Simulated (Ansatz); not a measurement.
Computed with Ansatz on PBE0-D4/def2-TZVP structures; ΔE is electronic, products minus reactants. CCSD(T)/CBS is the MP2 limit (def2-TZVPP, def2-QZVPP) plus CCSD(T) − MP2 in def2-TZVPP, frozen cores. Functionals use def2-TZVPP. B3LYP here is the variant with VWN-RPA as its local correlation; programs differ in this. HSE06 is defined as in plane-wave codes. def2 core potentials past Kr. For Se, Sn outer-core shells are correlated without core-valence functions, which leaves a few kJ/mol of doubt a bond. Scalar relativity is left out up to krypton. Each species was taken in one conformer, which may not be the lowest.

Reaction (formal exchange of groups at the Se–Sn bond): `[SeH][SnH2][SeH]` + `B1C[SiH2]1` → `[SeH][SiH]1BC1` + `[SeH][SnH3]`

```json
{"level": "LDA (SPW92)", "ΔE (kcal/mol)": "-0.1", "difference from CCSD(T)/CBS": "-3.2"}
{"level": "PBE-D4", "ΔE (kcal/mol)": "1.0", "difference from CCSD(T)/CBS": "-2.1"}
{"level": "revPBE-D4", "ΔE (kcal/mol)": "0.9", "difference from CCSD(T)/CBS": "-2.2"}
{"level": "BLYP-D4", "ΔE (kcal/mol)": "2.3", "difference from CCSD(T)/CBS": "-0.8"}
{"level": "r2SCAN-D4", "ΔE (kcal/mol)": "1.4", "difference from CCSD(T)/CBS": "-1.7"}
{"level": "B97M-V", "ΔE (kcal/mol)": "0.3", "difference from CCSD(T)/CBS": "-2.8"}
{"level": "PBE0-D4", "ΔE (kcal/mol)": "1.6", "difference from CCSD(T)/CBS": "-1.5"}
{"level": "B3LYP-D4", "ΔE (kcal/mol)": "2.6", "difference from CCSD(T)/CBS": "-0.5"}
{"level": "r2SCANh-D4", "ΔE (kcal/mol)": "1.5", "difference from CCSD(T)/CBS": "-1.6"}
{"level": "r2SCAN0-D4", "ΔE (kcal/mol)": "1.7", "difference from CCSD(T)/CBS": "-1.4"}
{"level": "HSE06-D4", "ΔE (kcal/mol)": "1.6", "difference from CCSD(T)/CBS": "-1.5"}
{"level": "BHLYP-D4", "ΔE (kcal/mol)": "3.5", "difference from CCSD(T)/CBS": "0.4"}
{"level": "CAM-B3LYP-D4", "ΔE (kcal/mol)": "2.3", "difference from CCSD(T)/CBS": "-0.8"}
{"level": "ωB97X-V", "ΔE (kcal/mol)": "2.2", "difference from CCSD(T)/CBS": "-0.9"}
{"level": "ωB97M-V", "ΔE (kcal/mol)": "1.8", "difference from CCSD(T)/CBS": "-1.3"}
{"level": "B2PLYP", "ΔE (kcal/mol)": "2.2", "difference from CCSD(T)/CBS": "-0.9"}
{"level": "PBE-QIDH", "ΔE (kcal/mol)": "1.6", "difference from CCSD(T)/CBS": "-1.5"}
{"level": "revPBE", "ΔE (kcal/mol)": "1.2", "difference from CCSD(T)/CBS": "-1.9"}
{"level": "BLYP", "ΔE (kcal/mol)": "2.3", "difference from CCSD(T)/CBS": "-0.8"}
{"level": "r2SCAN", "ΔE (kcal/mol)": "1.4", "difference from CCSD(T)/CBS": "-1.7"}
{"level": "PBE0", "ΔE (kcal/mol)": "1.5", "difference from CCSD(T)/CBS": "-1.6"}
{"level": "B3LYP", "ΔE (kcal/mol)": "2.5", "difference from CCSD(T)/CBS": "-0.6"}
{"level": "r2SCAN0", "ΔE (kcal/mol)": "1.7", "difference from CCSD(T)/CBS": "-1.4"}
{"level": "HSE06", "ΔE (kcal/mol)": "1.5", "difference from CCSD(T)/CBS": "-1.6"}
{"level": "BHLYP", "ΔE (kcal/mol)": "3.1", "difference from CCSD(T)/CBS": "0.0"}
{"level": "LC-ωPBE", "ΔE (kcal/mol)": "1.4", "difference from CCSD(T)/CBS": "-1.7"}
{"level": "RPA@PBE/def2-TZVPP", "ΔE (kcal/mol)": "1.0", "difference from CCSD(T)/CBS": "-2.1"}
{"level": "HF/def2-SVP", "ΔE (kcal/mol)": "4.7", "difference from CCSD(T)/CBS": "1.6"}
{"level": "MP2/def2-SVP", "ΔE (kcal/mol)": "2.7", "difference from CCSD(T)/CBS": "-0.4"}
{"level": "CCSD/def2-SVP", "ΔE (kcal/mol)": "3.4", "difference from CCSD(T)/CBS": "0.3"}
{"level": "CCSD(T)/def2-SVP", "ΔE (kcal/mol)": "2.8", "difference from CCSD(T)/CBS": "-0.3"}
{"level": "HF/def2-TZVPP", "ΔE (kcal/mol)": "4.5", "difference from CCSD(T)/CBS": "1.4"}
{"level": "MP2/def2-TZVPP", "ΔE (kcal/mol)": "1.3", "difference from CCSD(T)/CBS": "-1.8"}
{"level": "SCS-MP2/def2-TZVPP", "ΔE (kcal/mol)": "1.8", "difference from CCSD(T)/CBS": "-1.3"}
{"level": "CCSD(T)/def2-TZVPP", "ΔE (kcal/mol)": "1.1", "difference from CCSD(T)/CBS": "-2.0"}
{"level": "HF/def2-QZVPP", "ΔE (kcal/mol)": "4.8", "difference from CCSD(T)/CBS": "1.7"}
{"level": "MP2/def2-QZVPP", "ΔE (kcal/mol)": "2.5", "difference from CCSD(T)/CBS": "-0.6"}
{"level": "SCS-MP2/def2-QZVPP", "ΔE (kcal/mol)": "2.9", "difference from CCSD(T)/CBS": "-0.2"}
{"level": "HF/CBS(def2)", "ΔE (kcal/mol)": "4.8", "difference from CCSD(T)/CBS": "1.7"}
{"level": "MP2/CBS(def2)", "ΔE (kcal/mol)": "3.3", "difference from CCSD(T)/CBS": "0.2"}
{"level": "CCSD(T)/CBS", "ΔE (kcal/mol)": "3.1", "difference from CCSD(T)/CBS": "0"}
```

Largest T1 diagnostic among the species: 0.014.

From BLYP to BHLYP (50 % exact exchange), in def2-TZVPP and without D4, ΔE moves by +0.8 kcal/mol. In def2-TZVPP, CCSD(T) changes the Hartree–Fock value by −3.4 kcal/mol (the triples alone add −0.6 kcal/mol) and MP2 by −3.2 kcal/mol. Leaving LDA and LC-ωPBE aside and taking each functional with its dispersion term where it has one, the values spread over 3.2 kcal/mol, from B97M-V to BHLYP-D4. LDA lies −1.2 kcal/mol from PBE without D4.
